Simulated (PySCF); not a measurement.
A PySCF script (with the pyscf-properties extension) for the NMR shieldings of `N#C[C@@](F)(CF)CCl`, C₄H₄ClF₂N, on a GFN2-xTB geometry:

```python
import basis_set_exchange as bse
import numpy as np
from pyscf import gto, dft
from pyscf.prop import nmr

atoms = """
N    -0.573295    2.660216    0.419680
C    -0.345006    1.603139    0.058093
C    -0.058638    0.252130   -0.417755
F    -0.084752    0.264849   -1.804375
C     1.349564   -0.154702    0.046739
F     1.568512   -1.477669   -0.203026
C    -1.142008   -0.725241    0.052338
Cl   -1.304452   -0.638787    1.821691
H     1.450832    0.001753    1.125264
H     2.104115    0.415497   -0.504771
H    -2.099987   -0.458947   -0.396041
H    -0.863686   -1.742923   -0.223864
"""
names = dict.fromkeys(["N", "C", "F", "Cl", "H"], "pcSseg-1")
basis = {el: gto.basis.parse(bse.get_basis(n, elements=[el], fmt="nwchem")) for el, n in names.items()}
mol = gto.M(atom=atoms, basis=basis, charge=0, verbose=0)
mf = dft.RKS(mol, xc="PBE0")
mf.grids.level = 2
mf.grids.alignment = dft.numint.BLKSIZE   # the property module wants whole blocks of grid points
mf.conv_tol = 1e-9
mf.kernel()

calc = nmr.RKS(mf)   # GIAO
C = mf.mo_coeff
Co = C[:, mf.mo_occ > 0]
resp = mf.gen_response(singlet=True, hermi=2)
def vind(x):   # induced exchange potential for any number of trial vectors
    d = np.einsum("pi,xij,qj->xpq", C, 2 * x.reshape(-1, C.shape[1], Co.shape[1]), Co, optimize=True)
    return np.einsum("xpq,pi,qj->xij", resp(d - d.transpose(0, 2, 1)), C, Co, optimize=True).ravel()
mo1, _ = nmr.rhf.solve_mo1(calc, with_cphf=vind)
sigma = calc.kernel(mo1)
for i, s in enumerate(sigma):   # ppm
    w = np.linalg.eigvalsh((s + s.T) / 2)
    print("%2d %-2s iso %8.1f  s11 %8.1f  s22 %8.1f  s33 %8.1f" % (i, mol.atom_pure_symbol(i), w.mean(), *w))
```

**Question.** What are the results?

**Answer.** 
```
 0 N  iso    -55.2  s11   -220.5  s22   -214.2  s33    269.3
 1 C  iso     68.2  s11    -46.7  s22    -44.5  s33    295.7
 2 C  iso     94.5  s11     63.7  s22     84.6  s33    135.2
 3 F  iso    352.5  s11    324.1  s22    334.9  s33    398.6
 4 C  iso    100.9  s11     75.4  s22     82.8  s33    144.4
 5 F  iso    433.5  s11    404.9  s22    418.0  s33    477.5
 6 C  iso    139.0  s11    111.0  s22    135.5  s33    170.5
 7 Cl iso    868.3  s11    722.4  s22    809.6  s33   1073.0
 8 H  iso     26.6  s11     23.9  s22     27.1  s33     28.6
 9 H  iso     26.5  s11     22.2  s22     26.9  s33     30.5
10 H  iso     27.8  s11     22.5  s22     26.9  s33     34.1
11 H  iso     27.4  s11     23.4  s22     26.2  s33     32.7
```

These numbers come from an equivalent density-fitted implementation of the same equations, which agrees with the script to about 0.01 ppm for H and up to a few tenths of a ppm for heavy atoms, so last digits may differ.

**Question.** Turn these shieldings into chemical shifts. Referencing at the same level of theory: ¹⁵N (267.73 ppm) vs NH3; ¹³C (186.93 ppm) and ¹H (31.72 ppm) vs TMS; ¹⁹F (170.95 ppm) vs CFCl3; ³⁵Cl (949.78 ppm) against HCl.

**Answer.** Averaging equivalent atoms: N 0: 322.9; C 1: 118.8; C 2: 92.4; C 4: 86.1; C 6: 47.9; F 3: -181.6; F 5: -262.5; Cl 7: 81; H 9: 5.18; H 8: 5.16; H 11: 4.29; H 10: 3.88 ppm. Unscaled 19F shifts against computed CFCl3 carry errors that often reach 10 to 50 ppm. Experimental scales use liquid or dissolved standards, which lie at an offset from isolated NH3 (liquid NH3: subtract about 20 ppm). Unscaled 15N shifts of sp2 nitrogen come out 20 to 40 ppm too high even then.

Size and cost of the density-fitted run: 163 basis functions, roughly 50 core-seconds.
